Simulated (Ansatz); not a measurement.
Computed with Ansatz.

CH$_{3}$Cl$_{3}$SZr (`C[S][Zr]([Cl])([Cl])[Cl]`). The species carries charge 0 and has multiplicity 1. Zr: def2 effective core potential. The structure was optimised at the PBE0-D4/def2-TZVP level. It is one conformer, not always the lowest.

```xyz
9

C    -0.214   -1.531   -0.106
S     1.169   -0.658   -0.919
Zr    0.327    1.370    0.001
Cl   -1.845    1.720   -0.788
Cl    1.755    3.054   -0.707
Cl    0.315    1.201    2.331
H     0.195   -2.260    0.592
H    -0.886   -0.874    0.465
H    -0.816   -2.020   -0.870
```

**Question.** What is the dipole moment at ωB97M-V/def2-TZVPP? (Estimate.)

**Answer.** The calculation gave: 2.05 D, with components (-0.60, -1.96, 0.09) D in this frame, pointing from negative to positive charge.

**Question.** And with PBE, r2SCAN, B3LYP? (Best estimate.)

**Answer.** The calculation gave: PBE 2.10 D, r2SCAN 2.18 D, B3LYP 2.10 D.

**Question.** Give the Mulliken charges with ωB97M-V, B3LYP, r2SCAN in def2-TZVPP. (Best estimate.)

**Answer.** The calculation gave: 
```json
{"atom": "C1", "ωB97M-V": "-0.27", "B3LYP": "-0.19", "r2SCAN": "-0.08"}
{"atom": "S2", "ωB97M-V": "-0.16", "B3LYP": "-0.22", "r2SCAN": "-0.23"}
{"atom": "Zr3", "ωB97M-V": "0.66", "B3LYP": "0.84", "r2SCAN": "0.85"}
{"atom": "Cl4", "ωB97M-V": "-0.23", "B3LYP": "-0.27", "r2SCAN": "-0.28"}
{"atom": "Cl5", "ωB97M-V": "-0.22", "B3LYP": "-0.26", "r2SCAN": "-0.27"}
{"atom": "Cl6", "ωB97M-V": "-0.23", "B3LYP": "-0.27", "r2SCAN": "-0.28"}
{"atom": "H7", "ωB97M-V": "0.16", "B3LYP": "0.14", "r2SCAN": "0.10"}
{"atom": "H8", "ωB97M-V": "0.13", "B3LYP": "0.10", "r2SCAN": "0.08"}
{"atom": "H9", "ωB97M-V": "0.16", "B3LYP": "0.14", "r2SCAN": "0.10"}
```

B3LYP here is the variant with VWN-RPA as its local correlation; programs differ in this.
